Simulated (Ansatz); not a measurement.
`BC[SiH](O)F` → `[CH2]` (triplet) + `B[SiH](O)F` at 500 K and 1 bar (formal loss of a carbene).

Isolated molecules relaxed with PBE0-D4/def2-TZVP in Ansatz; ΔE leaves out vibrations. CCSD(T)/CBS is the MP2 limit (def2-TZVPP, def2-QZVPP) plus CCSD(T) − MP2 in def2-TZVPP, frozen cores. This one scheme is used for every species. Triplets are unrestricted, without spin–orbit coupling. Each species was taken in one conformer, which may not be the lowest.

| species | CCSD(T)/CBS energy (Eh) | H − E (kJ/mol) | S (J/(mol·K)) |
| --- | --- | --- | --- |
| `BC[SiH](O)F` | -530.62157 | 243.8 | 419.7 |
| `[CH2]` (triplet) | -39.09499 | 62.7 | 213.9 |
| `B[SiH](O)F` | -491.32150 | 161.5 | 375.2 |

H − E and S are ideal-gas, rigid-rotor, harmonic terms from PBE0-D4/def2-TZVP, for one conformer and one mirror image of each species, with the whole ground term of open shells counted as degenerate. 1 Eh = 2625.50 kJ/mol, R = 8.31446 J/(mol·K).

By hand: ΔE, ΔH, ΔS and ΔG.

ΔE = (-39.09499) + (-491.32150) − (-530.62157) = 0.20508 Eh = 538.4 kJ/mol. Δ(H − E) = 62.7 + 161.5 − 243.8 = -19.6, so ΔH = 518.8 kJ/mol. ΔS = 213.9 + 375.2 − 419.7 = 169.4 J/(mol·K). ΔG = 518.8 − 500 × (169.4)/1000 = 434.1 kJ/mol.

By hand: the equilibrium constant, and the temperature at which ΔG would vanish if ΔH and ΔS stayed fixed.

log₁₀ K = −ΔG/(RT ln 10) = -45.3. ΔG = 0 at ΔH/ΔS = 3063 K, far beyond where these terms or the molecules hold.

The number of gas molecules changes by +1, which sets the sign of ΔS. A doubt of 5 kJ/mol in ΔE shifts log₁₀ K by 0.5 here. Other conformers and mirror images would add mixing entropy, several J/(mol·K) or more a flexible species. Modes under 60 cm⁻¹, often nearly free rotors, make the harmonic entropy too high. A triplet takes part, so the spin changes. These are equilibria of isolated gas molecules and say nothing of rates. Largest T1 diagnostic: 0.012 (customary marks: 0.02 for closed shells, 0.045 for open ones).
